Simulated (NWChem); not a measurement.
System: CAgClO; SMILES [O+]#[C-]->[Ag][Cl]

```xyz
4

Ag    -0.0020     0.0154     0.0000
Cl     0.0027    -2.2518     0.0000
O      0.0042     3.1305     0.0000
C     -0.0004     1.9857     0.0000
```
Atoms are numbered in this order, from 1.

All runs use the structure optimised with PBE-D3(BJ)/def2-SVP. def2 effective core potentials on Ag; no spin-orbit coupling.

Question: List the 4 lowest vertical singlet excitations from Hartree-Fock/def2-SVP with def2 effective core potentials on Ag, CIS (NWChem).

Answer: 
```json
[
 {"state": "S1", "energy (eV)": "6.57", "oscillator strength": "0.094", "leading excitation (squared amplitude)": "HOMO−2 → LUMO (0.81)"},
 {"state": "S2", "energy (eV)": "6.57", "oscillator strength": "0.094", "leading excitation (squared amplitude)": "HOMO−2 → LUMO+1 (0.81)"},
 {"state": "S3", "energy (eV)": "6.64", "oscillator strength": "0.000", "leading excitation (squared amplitude)": "HOMO−1 → LUMO (0.46)"},
 {"state": "S4", "energy (eV)": "6.64", "oscillator strength": "0.000", "leading excitation (squared amplitude)": "HOMO → LUMO (0.46)"}
]
```
